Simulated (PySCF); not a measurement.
An unknown is described by computed data only.

Formula: C6H10AlNS.

| Property | Result |
| --- | --- |
| Polarisability | 135.4 au [B3LYP/def2-SVPD] |
| 13C NMR | chemical shifts (computed TMS as zero) by class: 157.2 (1 C), 152.5 (1 C), 151.6 (1 C), 142.1 (1 C), 127.7 (1 C), 15.1 (1 C) ppm [GIAO HF/pcSseg-1] |
| NMR, other nuclei | isotropic shieldings of nuclei other than C and H, by class: -27 (1 N), 462 (1 Al), 575 (1 S) ppm [GIAO HF/pcSseg-1] |
| Valence photoelectron | vertical ionisation energy: 8.86 eV [ΔSCF B3LYP/def2-SVPD] |
| 1H NMR | chemical shifts (computed TMS as zero) by class: 9.03 (1 H), 8.52 (1 H), 8.21 (1 H), 7.46 (1 H), 4.11 (3 H), 2.50 (3 H) ppm [GIAO HF/pcSseg-1] |
| Rotational structure | rotational constants A, B, C: 1.863, 0.747, 0.539 GHz [PBE0-D3(BJ)/def2-SVP] |
| UV, strongest line | among the 10 lowest singlet transitions: S6 at 4.88 eV (254 nm, f = 0.231) [TDDFT B3LYP/def2-SVPD] |
| Dipole | 6.36 D [B3LYP/def2-SVPD] |

Gas-phase values; electronic properties from PySCF, density fitting. Levels stand in brackets. Isolated species at its PBE0-D3(BJ)/def2-SVP geometry (one conformer only). NMR classes are plain means over equivalent atoms (diastereotopic ones count apart unless rotation or inversion swaps them), as if these changed places fast.

**Question.** Propose a structure and show how it fits.

**Answer.** Numbering: `[CH3:1][S:2][c:3]1[cH:4][cH:5][cH:6][n+:7]([AlH3-:8])[cH:9]1`. 6 carbons fall into 6 classes; from least to most shielded: aromatic CH next to a ring nitrogen [C6] (157.2 ppm), aromatic CH next to a ring nitrogen [C9] (152.5 ppm), aromatic CH carbon [C4] (151.6 ppm), substituted aromatic carbon [C3] (142.1 ppm), aromatic CH carbon [C5] (127.7 ppm), S-methyl carbon [C1] (15.1 ppm). Hydrogen classes from least to most shielded: 1 H on an aromatic CH next to a ring nitrogen, C6 (9.03 ppm), 1 H on an aromatic CH next to a ring nitrogen, C9 (8.52 ppm), 1 H on an aromatic CH carbon, C4 (8.21 ppm), 1 H on an aromatic CH carbon, C5 (7.46 ppm), 3 H on an aluminium bonded to N and 3 H, Al8 (4.11 ppm), 3 H on an S-methyl carbon, C1 (2.50 ppm). The other shieldings belong to: -27 ppm, nitrogen bonded to Al and 2 C [N7]; 462 ppm, aluminium bonded to N and 3 H [Al8]; 575 ppm, sulfide sulfur [S2]. The optimised geometry has point group Cs and is an asymmetric top. Structure: `CSc1ccc[n+]([AlH3-])c1`. The assignments are read from this structure; whether some other isomer fits the data as well wasn't checked.

Shape of the structure used: `[CH3:1][S:2][c:3]1[cH:4][cH:5][cH:6][n+:7]([AlH3-:8])[cH:9]1`: C1–S2–C3–C4 180°.
